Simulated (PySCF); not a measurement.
One of the candidates below gave these computed data.

All candidates are C5H7N3S.

* Rotational structure: rotational constants A, B, C: 2.443, 1.103, 0.820 GHz [GFN2-xTB]
* Dipole: 3.80 D [CAM-B3LYP/def2-SVPD]
* UV, first state: lowest singlet excitation: 4.67 eV (266 nm, f = 0.086) [TDDFT CAM-B3LYP/def2-SVPD]
* Triplet: lowest triplet excitation (Tamm–Dancoff): 3.34 eV [TDA CAM-B3LYP/def2-SVPD]
* Polarisability: 98.3 au [CAM-B3LYP/def2-SVPD]

Gas-phase values; electronic properties from PySCF, density fitting. Levels stand in brackets. The structure is a single GFN2-xTB conformer in the gas phase; no vibrational or solvent corrections.

Question: Which candidate is it?
A. `CSc1cc(C)nnn1`
B. `C=Cn1ncc(SC)n1`
C. `C=NCc1sncc1N`

Answer: C. It is `C=NCc1sncc1N`. Numbering: `[CH2:1]=[N:2][CH2:3][c:4]1[s:5][n:6][cH:7][c:8]1[NH2:9]`. Its formula, C5H7N3S, gives 4 degrees of unsaturation: 1 ring and 3 π bonds in the structure found (Kekulé form). The optimised geometry has point group C1 and is an asymmetric top.

The others, at the same levels:
- `CSc1cc(C)nnn1` fails: its computed lowest singlet excitation is 3.55 eV (350 nm, f = 0.005) (against 4.67 eV), lowest triplet excitation (Tamm–Dancoff) is 2.62 eV (against 3.34 eV) and static isotropic polarisability is 101.4 au (against 98.3 au).
- `C=Cn1ncc(SC)n1` fails: its computed static isotropic polarisability is 104.6 au (against 98.3 au), rotational constant A is 2.855 GHz (against 2.443 GHz) and smallest rotational constant is 0.717 GHz (against 0.820 GHz).

Each candidate is one conformer, not necessarily the lowest. Dipoles, sizes and rotational constants follow the conformer. The torsions of the flexible species, by atom-mapped SMILES:
- `[CH2:1]=[N:2][CH2:3][c:4]1[s:5][n:6][cH:7][c:8]1[NH2:9]`: C1–N2–C3–C4 122°, N2–C3–C4–S5 -137°, H–N9–C8–C7 162°, H–N9–C8–C7 29°
- `[CH3:1][S:2][c:3]1[cH:4][c:5]([CH3:6])[n:7][n:8][n:9]1`: C1–S2–C3–C4 180°
- `[CH2:1]=[CH:2][n:3]1[n:4][cH:5][c:6]([S:7][CH3:8])[n:9]1`: C1–C2–N3–N4 180°, C5–C6–S7–C8 180°
